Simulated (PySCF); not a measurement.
**Si⁺: excitation energy**

Si⁺ [Ne] 3s2 3p1 (2P) → Si⁺ [Ne] 3s2 4s1 (2S), as a difference of total energies. Calculation: PySCF 2.14, in aug-cc-pwCVDZ (6s5p3d, 36 functions); no relativity, point nucleus. Correlated levels: valence: [Ne] frozen. The calculations carry no spin-orbit coupling.

```json
{"method": "UHF", "excitation energy (eV)": "7.992"}
{"method": "MP2 (valence)", "excitation energy (eV)": "7.957"}
{"method": "SCS-MP2 (valence)", "excitation energy (eV)": "7.967"}
{"method": "CCSD(T) (valence)", "excitation energy (eV)": "8.013"}
```

Task: Estimate what CCSD (valence) gives.

Result: 8.016 eV, closest to CCSD(T) (valence) among the rows shown.

Task: Estimate what CCSDT (valence) gives.

Result: 8.010 eV, closest to CCSD(T) (valence) among the rows shown.

Errors of the correlated levels include the incompleteness of this basis and the frozen core.

For comparison: 8.097 eV (measured; NIST levels, between the centres of gravity of the two terms).
